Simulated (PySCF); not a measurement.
From one molecule to another.

First species: thietane, C3H6S.
InChI=1S/C3H6S/c1-2-4-3-1/h1-3H2

Second species: C₇H₅FO.
SMILES: `C=C1C=CC(=O)C(F)=C1`

Levels: CAM-B3LYP/def2-SVPD for dipole moment, HOMO energy, LUMO energy, HOMO–LUMO gap, static isotropic polarisability and electronic spatial extent ⟨r²⟩ about the centre of nuclear charge; TDDFT CAM-B3LYP/def2-SVPD for lowest singlet excitation; TDA CAM-B3LYP/def2-SVPD for lowest triplet excitation (Tamm–Dancoff); GFN2-xTB for rotational constant A and rotational constant C. Geometries: GFN2-xTB. Each species is one conformer at its optimised geometry, gas phase, non-relativistic unless stated. Electronic properties by PySCF.

| property | column X | column Y |
| --- | --- | --- |
| dipole moment | 5.79 D | 2.03 D |
| HOMO energy | -8.60 eV | -7.62 eV |
| LUMO energy | -1.99 eV | 0.87 eV |
| HOMO–LUMO gap | 6.61 eV | 8.49 eV |
| lowest singlet excitation | 3.42 eV | 4.54 eV |
| lowest triplet excitation (Tamm–Dancoff) | 2.26 eV | 4.08 eV |
| static isotropic polarisability | 92.7 au | 54.0 au |
| electronic spatial extent ⟨r²⟩ about the centre of nuclear charge | 1114 bohr² | 333 bohr² |
| rotational constant A | 3.004 GHz | 10.347 GHz |
| rotational constant C | 0.977 GHz | 4.421 GHz |

Question: Which column belongs to which species?

Answer: Column X is the second species and column Y the first. The first has 10 atoms and 40 electrons, the second 14 and 64.

Question: How does each property change from the first species to the second?

Answer: dipole moment +3.76 D; HOMO energy -0.98 eV; LUMO energy -2.86 eV; HOMO–LUMO gap -1.88 eV; lowest singlet excitation -1.12 eV; lowest triplet excitation (Tamm–Dancoff) -1.82 eV; static isotropic polarisability +38.7 au; electronic spatial extent ⟨r²⟩ about the centre of nuclear charge +781 bohr²; rotational constant A -7.343 GHz; rotational constant C -3.444 GHz.

On the first: No computed singlet falls in the visible range (750 to 380 nm, 1.65 to 3.26 eV); S1 lies 1.28 eV above its blue end.

On the second: The 8 singlets span 3.42 to 7.09 eV, and their oscillator strengths add up to 0.65. The principal polarisabilities are 48.4, 77.7 and 151.9 au; their mean is the isotropic value.
